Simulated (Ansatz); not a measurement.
The same molecule with X = Cl, Br, I. Ansatz, PBE0-D4/def2-TZVP geometries, multiplicity 1. Each molecule was computed in one conformer, which needn't be the lowest.

Elements past krypton have def2 core potentials. Scalar relativity is left out up to krypton.

```
 X  molecule  mean X–C bond length / Å  HOMO energy (ωB97M-V/def2-TZVPP) / eV  LUMO energy (PBE0/def2-TZVPP) / eV  HOMO–LUMO gap (B3LYP/def2-TZVPP) / eV
Cl   `BCCCl`                     1.790                                 -10.65                               -1.47                                   6.38
 I    `BCCI`                     2.154                                  -9.40                               -1.71                                   5.03
```

Q: Give the row for X = Br, `BCCBr`. (Estimate.)

A: Computed: 
| X | molecule | mean X–C bond length / Å | HOMO energy (ωB97M-V/def2-TZVPP) / eV | LUMO energy (PBE0/def2-TZVPP) / eV | HOMO–LUMO gap (B3LYP/def2-TZVPP) / eV |
| --- | --- | --- | --- | --- | --- |
| Br | `BCCBr` | 1.953 | -10.15 | -1.51 | 5.89 |

From Cl to I the mean X–C bond length rises at each step, by 0.364 Å in all; the HOMO energy (ωB97M-V/def2-TZVPP) rises at each step, by 1.25 eV in all; the LUMO energy (PBE0/def2-TZVPP) falls at each step, by 0.24 eV in all; the HOMO–LUMO gap (B3LYP/def2-TZVPP) falls at each step, by 1.35 eV in all. Bonds lengthen as the atom grows down the group.

B3LYP here is the variant with VWN-RPA as its local correlation; programs differ in this.

Spin–orbit coupling is left out; it splits and shifts lone-pair levels of the heavy atoms by tenths of an eV.
